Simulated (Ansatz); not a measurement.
A series at B: from `CB(C)C`, ligands are replaced one by one, each step taking up H₂O and setting free CH₄; n counts the steps. Ansatz, PBE0-D4/def2-TZVP geometries. Each molecule was computed in one conformer, which needn't be the lowest.

CBS adds triple-zeta CCSD(T) − MP2 to the MP2 limit, frozen cores; atoms without spin–orbit coupling. 

```csv
n,molecule,"atomization energy, CCSD(T)/CBS (kJ/mol)"
0,`CB(C)C`,?
1,`CB(C)O`,4381.9
2,`CB(O)O`,3722.5
3,`OB(O)O`,3074.3
```

**Question.** By hand: fit a straight line y = ȳ + b (n − n̄) to the 3 given rows and predict n = 0.

**Answer.** n̄ = 2.000, ȳ = 3726.23; Σ(n − n̄)(y − ȳ) = -1307.60, Σ(n − n̄)² = 2.000, so b = -653.80 kJ/mol a step. Prediction: 3726.23 + (-653.80) × (-2.000) = 5033.8 kJ/mol.

**Question.** By hand: compare with the computed value, 5021.3 kJ/mol, and give the steps along the whole series.

**Answer.** The line misses by -12.5 kJ/mol (computed minus predicted). Steps: -639.4, -659.4, -648.2 kJ/mol.

The steps differ by up to 20.0 kJ/mol, small against a whole step but well beyond the method's doubt, so the ligands' effects don't simply add. The miss is 0.6 % of the series' range. The energies themselves are unsure by some kJ/mol a bond, though much of that is common to the series.
